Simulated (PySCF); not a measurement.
An unknown is described by computed data only.

Elements present: C, F, H and O. Monoisotopic mass: 154.0430 u.

| Property | Result |
| --- | --- |
| Triplet | lowest triplet excitation (Tamm–Dancoff): 4.05 eV [TDA PBE0/def2-SVPD] |
| 1H NMR | chemical shifts (computed TMS as zero) by class: 7.44 (1 H), 7.22 (1 H), 7.21 (1 H), 7.20 (1 H), 5.75 (1 H), 3.46 (2 H) ppm [GIAO PBE0/pcSseg-1] |
| UV, first state | lowest singlet excitation: 5.36 eV (231 nm, f = 0.016) [TDDFT PBE0/def2-SVPD] |
| 13C NMR | chemical shifts (computed TMS as zero) by class: 174.1 (1 C), 169.7 (1 C), 137.0 (1 C), 135.1 (1 C), 128.3 (1 C), 126.8 (1 C), 120.4 (1 C), 35.4 (1 C) ppm [GIAO PBE0/pcSseg-1] |
| NMR, other nuclei | isotropic shieldings of nuclei other than C and H, by class: -109 (1 O), 124 (1 O), 288 (1 F) ppm [GIAO PBE0/pcSseg-1] |
| Polarisability | 98.0 au [PBE0/def2-SVPD] |
| UV, strongest line | among the 10 lowest singlet transitions: S8 at 6.97 eV (178 nm, f = 0.358) [TDDFT PBE0/def2-SVPD] |
| Rotational structure | rotational constants A, B, C: 2.289, 0.754, 0.647 GHz [PBE0-D3(BJ)/def2-SVP] |
| Dipole | 1.82 D [PBE0/def2-SVPD] |

The electronic properties come from PySCF, for the isolated species, density fitting. Levels stand in brackets. The structure is a single PBE0-D3(BJ)/def2-SVP conformer in the gas phase; no vibrational or solvent corrections. NMR values are class means; diastereotopic atoms form classes of their own.

Question: Which formula fits the mass and the elements?

Answer: C8H7FO2 (calculated 154.0430). No other formula that holds each of these elements comes within 0.0003 u with a fitting electron parity and a possible valence count.

Question: Give a SMILES that accounts for the data.

Answer: Numbering: `[O:1]=[C:2]([OH:3])[CH2:4][c:5]1[cH:6][cH:7][cH:8][cH:9][c:10]1[F:11]`. Its formula, C8H7FO2, gives 5 degrees of unsaturation: 1 ring and 4 π bonds in the structure found (Kekulé form). 8 carbons fall into 8 classes; from least to most shielded: carboxylic acid carbon [C2] (174.1 ppm), aromatic C–F carbon [C10] (169.7 ppm), aromatic CH carbon [C6] (137.0 ppm), aromatic CH carbon [C8] (135.1 ppm), aromatic CH carbon [C7] (128.3 ppm), substituted aromatic carbon [C5] (126.8 ppm), aromatic CH carbon [C9] (120.4 ppm), sp3 carbon next to a carbonyl [C4] (35.4 ppm). Hydrogen classes from least to most shielded: 1 H on an aromatic CH carbon, C8 (7.44 ppm), 1 H on an aromatic CH carbon, C6 (7.22 ppm), 1 H on an aromatic CH carbon, C7 (7.21 ppm), 1 H on an aromatic CH carbon, C9 (7.20 ppm), 1 H on an acid hydroxyl oxygen, O3 (5.75 ppm), 2 H on an sp3 carbon next to a carbonyl, C4 (3.46 ppm, a mean of values up to 0.7 ppm apart in this geometry). The other shieldings belong to: -109 ppm, acid carbonyl oxygen [O1]; 124 ppm, acid hydroxyl oxygen [O3]; 288 ppm, aryl fluorine [F11]. The optimised geometry has point group C1 and is an asymmetric top. Structure: `O=C(O)Cc1ccccc1F`. Computed isomers that give other values at the same levels: `O=C(O)Cc1ccc(F)cc1` (13C chemical shifts (computed TMS as zero) by class: 175.4 (1 C), 169.8 (1 C), 137.7 (2 C), 133.7 (1 C), 120.6 (2 C), 39.4 (1 C) ppm); `COC(=O)c1ccc(F)cc1` (rotational constant A: 3.481 GHz; this holds for the one conformer computed); `O=C(O)Cc1cccc(F)c1` (rotational constant A: 1.991 GHz; this holds for the one conformer computed). The assignments are read from this structure; whether some other isomer fits the data as well wasn't checked.

The values belong to the conformer `[O:1]=[C:2]([OH:3])[CH2:4][c:5]1[cH:6][cH:7][cH:8][cH:9][c:10]1[F:11]`: O1–C2–C4–C5 6°, C2–C4–C5–C6 -110°, H–O3–C2–O1 0°.
